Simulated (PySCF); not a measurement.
ClNa, charge +1, doublet, geometry from GFN2-xTB (such geometries of metal compounds can be far from the true shape) (a state made from the parent by changing its charge; the spin is typed, not shown lowest); PySCF with B3LYP/6-311G**.

The PySCF input:
```python
from pyscf import gto, scf, dft

mol = gto.Mole()
mol.atom = '''
    Na   -0.00000000   -0.00000000   -1.71519955
    Cl    0.00000000    0.00000000    1.10983500
'''
mol.basis = '6-311g**'
mol.charge = 1
mol.spin = 1
mol.verbose = 5
mol.build()

mf = dft.UKS(mol)
mf.xc = 'b3lyp'
mf.kernel()
mf.analyze()
```

What the program printed (banner, timings and long lists left out):

```
PySCF version 2.14.0

[INPUT] verbose = 5
[INPUT] max_memory = 4000
[INPUT] num. atoms = 2
[INPUT] num. electrons = 27
[INPUT] charge = 1
[INPUT] spin (= nelec alpha-beta = 2S) = 1
[INPUT] symmetry False subgroup None
[INPUT] Mole.unit = angstrom
[INPUT] Symbol           X                Y                Z      unit          X                Y                Z       unit  Magmom
[...]
[INPUT] ---------------- BASIS SET ----------------
[INPUT] l, kappa, [nprim/nctr], expnt,             c_1 c_2 ...
[INPUT] Cl
[...]
                                15872             0.005718
                                3619.65           0.029495
                                1030.8            0.117286
                                339.908           0.362949
                                124.538           0.584149
[...]
                                49.5135           0.62425
                                20.8056           0.291756
[...]
                                139.849           0.018504
                                45.1413           0.081377
                                16.8733           0.221552
                                6.7411            0.772569
[...]
                                2.77152           0.992389
[...]
[INPUT] Na
[...]
                                5372.58           0.008071
                                1213.21           0.042129
                                339.623           0.169789
                                109.553           0.514621
                                38.7773           0.379817
[...]
                                14.5759           0.575769
                                5.26993           0.112933
[...]
                                33.9074           0.082383
                                10.6285           0.319658
                                3.82389           0.701295
[...]
                                0.552621          0.425365
[...]
nuclear repulsion = 35.0282931732782
number of shells = 24
number of NR pGTOs = 93
number of NR cGTOs = 52
basis = 6-311g**
ecp = {}

******** <class 'pyscf.dft.uks.UKS'> ********
method = UKS
initial guess = minao
damping factor = 0
level_shift factor = 0
DIIS = <class 'pyscf.scf.diis.CDIIS'>
diis_start_cycle = 1
diis_space = 8
diis_damp = 0
SCF conv_tol = 1e-09
SCF conv_tol_grad = None
SCF max_cycles = 50
direct_scf = True
direct_scf_tol = 1e-13
number electrons alpha = 14  beta = 13
XC library pyscf.dft.libxc version 7.1.2
    S. Lehtola, C. Steigemann, M. J. T. Oliveira, and M. A. L. Marques,  SoftwareX 7, 1–5 (2018)
XC functionals = b3lyp
    P. J. Stephens, F. J. Devlin, C. F. Chabalowski, and M. J. Frisch,  J. Phys. Chem. 98, 11623 (1994)
radial grids:
    Treutler-Ahlrichs [JCP 102, 346 (1995); DOI:10.1063/1.469408] (M4) radial grids

becke partition: Becke, JCP 88, 2547 (1988); DOI:10.1063/1.454033
pruning grids: <function nwchem_prune>
grids dens level: 3
symmetrized grids: False
atomic radii adjust function: <function treutler_atomic_radii_adjust>
small_rho_cutoff = 0
Set gradient conv threshold to 3.16228e-05
atom Na rad-grids = 80, ang-grids = [ 50  50  50  50  50  50  50  50  50  50  50  50  50  50  50  50  50  50
  50  50  50  50  50  50  50  50  86  86  86  86  86  86  86  86  86  86
  86  86  86  86 350 350 350 350 350 350 350 350 350 434 434 434 434 434
 434 434 434 434 434 434 434 434 434 434 434 434 434 434 350 350 350 350
 350 350 350 350 350 350 350 350]
atom Cl rad-grids = 80, ang-grids = [ 50  50  50  50  50  50  50  50  50  50  50  50  50  50  50  50  50  50
  50  50  50  50  50  50  86  86  86  86  86  86  86  86  86  86  86  86
  86 350 350 350 350 350 350 350 350 350 434 434 434 434 434 434 434 434
 434 434 434 434 434 434 434 434 434 434 350 350 350 350 350 350 350 350
 350 350 350 350 350 350 350 350]
tot_boxes 1053, boxes in each direction [ 7  7 11]
Padding 4 grids
tot grids = 36984
nelec by numeric integration = [13.9986603 13.9986603]
E1 = -932.7648306150498  E2 = 275.34787681860223  Ecoul = 318.0971913793601  Exc = -42.749314560757874
init E= -622.388660623169
cond(S) = 117.36153064457467

  alpha mo_energy =
[-1.01505321e+02 -3.84372710e+01 -9.52230279e+00 -7.27618140e+00
 -7.27579238e+00 -7.27579238e+00 -2.20993601e+00 -1.14742921e+00
 -1.14668557e+00 -1.14668557e+00 -8.50021538e-01 -3.76039201e-01
 -3.65473940e-01 -3.65473940e-01 -9.16767892e-02 -1.60331052e-02
 -1.60331052e-02 -9.62222983e-03  4.43310715e-02  4.96562585e-02
  4.96562585e-02  6.79933477e-02  2.60945691e-01  2.60945691e-01
  2.77505258e-01  3.37990942e-01  3.37991465e-01  3.53986015e-01
  3.64619985e-01  3.64619985e-01  4.01641625e-01  4.01641625e-01
  4.10744954e-01  7.23274364e-01  8.01930806e-01  8.01933676e-01
  8.18178630e-01  8.18178630e-01  9.53447108e-01  1.98544520e+00
  2.06087733e+00  2.06087733e+00  2.10887363e+00  4.41891016e+00
  4.41891016e+00  4.45513727e+00  9.39795683e+00  2.53410335e+01
  2.53410335e+01  2.54629273e+01  9.62055298e+01  2.15442293e+02]
  beta  mo_energy =
[-1.01505321e+02 -3.84372710e+01 -9.52230279e+00 -7.27618140e+00
 -7.27579238e+00 -7.27579238e+00 -2.20993601e+00 -1.14742921e+00
 -1.14668557e+00 -1.14668557e+00 -8.50021538e-01 -3.76039201e-01
 -3.65473940e-01 -3.65473940e-01 -9.16767892e-02 -1.60331052e-02
 -1.60331052e-02 -9.62222983e-03  4.43310715e-02  4.96562585e-02
  4.96562585e-02  6.79933477e-02  2.60945691e-01  2.60945691e-01
  2.77505258e-01  3.37990942e-01  3.37991465e-01  3.53986015e-01
  3.64619985e-01  3.64619985e-01  4.01641625e-01  4.01641625e-01
  4.10744954e-01  7.23274364e-01  8.01930806e-01  8.01933676e-01
  8.18178630e-01  8.18178630e-01  9.53447108e-01  1.98544520e+00
  2.06087733e+00  2.06087733e+00  2.10887363e+00  4.41891016e+00
  4.41891016e+00  4.45513727e+00  9.39795683e+00  2.53410335e+01
  2.53410335e+01  2.54629273e+01  9.62055298e+01  2.15442293e+02]
multiplicity <S^2> = 0.75  2S+1 = 2
nelec by numeric integration = [13.99999999 13.00000029]
[...]
converged SCF energy = -622.26312329834  <S^2> = 0.75202321  2S+1 = 2.0020222
Total Energy =                        -622.263123298340474
[...]
1 Cl 5s          0.01342  -0.61349   0.00000  -0.00000  -0.00157
1 Cl 6s         -0.00643   0.78451  -0.00000  -0.00000   0.00077
1 Cl 2px        -0.00000  -0.00000   0.00109  -0.00148   0.00000
1 Cl 2py        -0.00000  -0.00000  -0.00155  -0.00104  -0.00000
1 Cl 2pz        -0.00011   0.00004  -0.00000   0.00000  -0.00181
1 Cl 3px         0.00000   0.00000   0.00175  -0.00270   0.00000
1 Cl 3py        -0.00000  -0.00000  -0.00249  -0.00190  -0.00000
1 Cl 3pz         0.00084  -0.00002  -0.00000   0.00000  -0.00336
1 Cl 4px        -0.00000  -0.00000  -0.07955   0.11304  -0.00000
1 Cl 4py         0.00000  -0.00000   0.11290   0.07964   0.00000
1 Cl 4pz        -0.02560  -0.03580   0.00000  -0.00000  -0.13429
1 Cl 5px        -0.00000  -0.00000  -0.27480   0.38981  -0.00000
1 Cl 5py        -0.00000  -0.00000   0.39002   0.27465   0.00000
1 Cl 5pz        -0.03141   0.00477  -0.00000   0.00000   0.47829
1 Cl 6px         0.00000   0.00000  -0.49989   0.70958  -0.00000
1 Cl 6py         0.00000   0.00000   0.70949   0.49995   0.00000
1 Cl 6pz         0.02159  -0.00842  -0.00000   0.00000   0.86760
1 Cl 3dxy        0.00001   0.00056  -0.00000  -0.00000  -0.00001
1 Cl 3dyz       -0.00000   0.00000   0.00013   0.00008   0.00000
1 Cl 3dz^2       0.03561   0.00797  -0.00000   0.00000  -0.00167
1 Cl 3dxz        0.00000   0.00000  -0.00009   0.00012  -0.00000
1 Cl 3dx2-y2     0.00000   0.00020  -0.00000  -0.00000  -0.00000
               #51       #52
0 Na 1s         -0.00249  -0.00000
0 Na 2s         -0.00480  -0.00000
0 Na 3s          0.00245  -0.00029
0 Na 4s         -0.14865  -0.00011
0 Na 5s          0.24156  -0.00013
0 Na 6s          0.95873   0.00036
0 Na 2px         0.00000  -0.00000
0 Na 2py        -0.00000   0.00000
0 Na 2pz         0.00000   0.00000
0 Na 3px        -0.00000  -0.00000
0 Na 3py         0.00000  -0.00000
0 Na 3pz         0.00687   0.00326
0 Na 4px         0.00000  -0.00000
0 Na 4py        -0.00000   0.00000
0 Na 4pz        -0.00158  -0.00074
0 Na 5px        -0.00000   0.00000
0 Na 5py         0.00000   0.00000
0 Na 5pz        -0.00727  -0.00133
0 Na 6px        -0.00000   0.00000
0 Na 6py        -0.00000  -0.00000
0 Na 6pz         0.00168  -0.00067
0 Na 3dxy       -0.00000   0.00000
0 Na 3dyz       -0.00000  -0.00000
0 Na 3dz^2      -0.00676  -0.00159
0 Na 3dxz        0.00000  -0.00000
0 Na 3dx2-y2    -0.00000   0.00000
1 Cl 1s          0.00001  -0.00595
1 Cl 2s          0.00000  -0.00274
1 Cl 3s         -0.00025   0.00125
1 Cl 4s          0.00483   0.34660
1 Cl 5s          0.00124  -0.73478
1 Cl 6s          0.00201  -0.58301
1 Cl 2px        -0.00000  -0.00000
1 Cl 2py        -0.00000  -0.00000
1 Cl 2pz         0.00000  -0.00000
1 Cl 3px         0.00000  -0.00000
1 Cl 3py         0.00000  -0.00000
1 Cl 3pz         0.00020  -0.00003
1 Cl 4px         0.00000   0.00000
1 Cl 4py         0.00000   0.00000
1 Cl 4pz        -0.01266  -0.00220
1 Cl 5px         0.00000  -0.00000
1 Cl 5py        -0.00000  -0.00000
1 Cl 5pz        -0.00127   0.00052
1 Cl 6px        -0.00000  -0.00000
1 Cl 6py        -0.00000  -0.00000
1 Cl 6pz        -0.00217   0.00003
1 Cl 3dxy        0.00000   0.00000
1 Cl 3dyz        0.00000  -0.00000
1 Cl 3dz^2       0.00287   0.00033
1 Cl 3dxz       -0.00000   0.00000
1 Cl 3dx2-y2     0.00000   0.00000

To work with the spin densities directly, `use mulliken_meta_spin()` only printing them here.

 ** Mulliken spin pop alpha/beta on meta-lowdin orthogonal AOs **
 ** Mulliken Spin Density (per AO)  **
spin_pop of  0 Na 1s       -0.00000
spin_pop of  0 Na 2s       -0.00000
spin_pop of  0 Na 3s       -0.00342
spin_pop of  0 Na 4s       -0.00007
spin_pop of  0 Na 5s       -0.00011
spin_pop of  0 Na 6s       -0.00000
spin_pop of  0 Na 2px       0.00000
spin_pop of  0 Na 2py       0.00000
spin_pop of  0 Na 2pz      -0.00000
spin_pop of  0 Na 3px      -0.00003
spin_pop of  0 Na 3py      -0.00001
spin_pop of  0 Na 3pz      -0.00016
spin_pop of  0 Na 4px       0.00001
spin_pop of  0 Na 4py       0.00001
spin_pop of  0 Na 4pz      -0.00011
spin_pop of  0 Na 5px       0.00000
spin_pop of  0 Na 5py       0.00002
spin_pop of  0 Na 5pz      -0.00009
spin_pop of  0 Na 6px       0.00000
spin_pop of  0 Na 6py       0.00000
spin_pop of  0 Na 6pz      -0.00003
spin_pop of  0 Na 3dxy      0.00000
spin_pop of  0 Na 3dyz     -0.00000
spin_pop of  0 Na 3dz^2    -0.00013
spin_pop of  0 Na 3dxz     -0.00003
spin_pop of  0 Na 3dx2-y2    0.00000
spin_pop of  1 Cl 1s       -0.00000
spin_pop of  1 Cl 2s       -0.00000
spin_pop of  1 Cl 3s        0.00028
spin_pop of  1 Cl 4s        0.00005
spin_pop of  1 Cl 5s        0.00000
spin_pop of  1 Cl 6s       -0.00001
spin_pop of  1 Cl 2px       0.00002
spin_pop of  1 Cl 2py       0.00003
spin_pop of  1 Cl 2pz       0.00000
spin_pop of  1 Cl 3px       0.33116
spin_pop of  1 Cl 3py       0.66686
spin_pop of  1 Cl 3pz       0.00308
spin_pop of  1 Cl 4px       0.00061
spin_pop of  1 Cl 4py       0.00108
spin_pop of  1 Cl 4pz       0.00009
spin_pop of  1 Cl 5px       0.00003
spin_pop of  1 Cl 5py       0.00009
spin_pop of  1 Cl 5pz      -0.00001
spin_pop of  1 Cl 6px      -0.00000
spin_pop of  1 Cl 6py       0.00001
spin_pop of  1 Cl 6pz      -0.00001
spin_pop of  1 Cl 3dxy      0.00052
spin_pop of  1 Cl 3dyz      0.00009
spin_pop of  1 Cl 3dz^2     0.00008
spin_pop of  1 Cl 3dxz      0.00005
spin_pop of  1 Cl 3dx2-y2    0.00007
 ** Mulliken Spin Density (per atom)  **
spin density of  0 Na =     -0.00416
spin density of  1 Cl =      1.00416
 ** Mulliken pop alpha/beta on meta-lowdin orthogonal AOs **
 ** Mulliken pop       alpha | beta **
In total            14.00000 | 13.00000
 ** Mulliken atomic charges   ( Nelec_alpha | Nelec_beta ) **
charge of  0Na =      0.93519  (     5.03033      5.03448 )
charge of  1Cl =      0.06481  (     8.96967      7.96552 )

WARN: System has nonzero charge 1; the dipole moment is origin-dependent.
Location of origin: [0. 0. 0.]

Dipole moment(X, Y, Z, Debye): -0.00000, -0.00000, -7.21654
```
